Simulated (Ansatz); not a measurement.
`[Cl][In@H-]1[Cl+][In@@H-]([Cl])[Cl+]1` at its PBE0-D4/def2-TZVP geometry, where that method's forces vanish. The species carries charge 0 and has multiplicity 1. In takes the def2 core potential.

```tsv
atom	x (Å)	y (Å)	z (Å)
Cl1	-2.282	1.397	-1.684
In2	-1.370	-0.622	-1.042
Cl3	-0.973	-0.364	1.440
In4	1.441	0.302	1.088
Cl5	1.401	2.608	1.110
Cl6	1.120	-0.303	-1.344
H7	-1.812	-2.213	-1.411
H8	2.475	-0.804	1.843
```

(1) For each bond, give half the difference of the two atoms' forces along it (eV/Å; positive pushes the atoms apart) under PBE-D4, r2SCAN-D4, B3LYP-D4, ωB97M-V in def2-TZVPP. (Estimate.)

Results:

(1) Ansatz gave: 
```tsv
bond	length (Å)	PBE-D4	r2SCAN-D4	B3LYP-D4	ωB97M-V
Cl1–In2	2.306	0.20	0.08	0.24	0.03
In2–Cl3	2.527	0.13	0.04	0.16	0.02
In2–Cl6	2.529	0.13	0.04	0.16	0.01
In2–H7	1.692	-0.02	-0.08	-0.13	-0.10
Cl3–In4	2.529	0.13	0.04	0.16	0.01
In4–Cl5	2.306	0.20	0.08	0.24	0.03
In4–Cl6	2.527	0.13	0.04	0.16	0.02
In4–H8	1.692	-0.02	-0.08	-0.13	-0.10
```

B3LYP here is the variant with VWN-RPA as its local correlation; programs differ in this.
